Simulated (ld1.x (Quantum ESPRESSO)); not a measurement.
**Transferability test, PAW potential for tungsten (W)**

```
Element                 : tungsten
Generator               : ld1.x (Quantum ESPRESSO) 7.5
Type                    : PAW
Functional              : PBE
Relativity              : non-relativistic
Frozen core             : [Xe] 4f14
Valence charge          : 6
Reference configuration : 5d5 6s1 6p0
Partial waves           : 6s (bound): rcut 3.55, rcutus 3.75 bohr; 6s channel at 2.05 Ry: rcut 3.55, rcutus 3.75 bohr; 6p (bound, empty): rcut 3.50, rcutus 4.55 bohr; 6p channel at 0.8 Ry: rcut 3.50, rcutus 4.55 bohr; 5d (bound): rcut 2.10, rcutus 2.80 bohr; 5d channel at 2.2 Ry: rcut 2.10, rcutus 2.80 bohr
Local potential         : all-electron potential smoothed inside 3.85 bohr (lloc = -1)
Core correction         : a·sin(br)/r model core, default radius (core density twice the valence density)
Augmentation charge     : BESSEL, radius 1.75 bohr
```

Energies are relative to the spin-unpolarised reference configuration 5d5 6s1 6p0; without spin polarisation the order of configurations can differ from experiment.

Task: Give the all-electron excitation energy and the error of the potential for: 5d4 6s2 6p0; 5d4 6s1 6p0; 5d4 6s0 6p0; 5d4 6s1.5 6p0; 5d4 6s0 6p1; 5d3 6s2 6p1; 5d2 6s0 6p0.

Result:

```json
{"valence configuration": "5d4 6s2 6p0", "charge": "0", "ΔE all-electron (eV)": "0.516", "error AE − PS (meV)": "-16"}
{"valence configuration": "5d4 6s1 6p0", "charge": "+1", "ΔE all-electron (eV)": "8.173", "error AE − PS (meV)": "-36"}
{"valence configuration": "5d4 6s0 6p0", "charge": "+2", "ΔE all-electron (eV)": "22.066", "error AE − PS (meV)": "-67"}
{"valence configuration": "5d4 6s1.5 6p0", "charge": "+0.5", "ΔE all-electron (eV)": "3.604", "error AE − PS (meV)": "-26"}
{"valence configuration": "5d4 6s0 6p1", "charge": "+1", "ΔE all-electron (eV)": "12.238", "error AE − PS (meV)": "-50"}
{"valence configuration": "5d3 6s2 6p1", "charge": "0", "ΔE all-electron (eV)": "5.910", "error AE − PS (meV)": "-57"}
{"valence configuration": "5d2 6s0 6p0", "charge": "+4", "ΔE all-electron (eV)": "86.417", "error AE − PS (meV)": "-1366"}
```
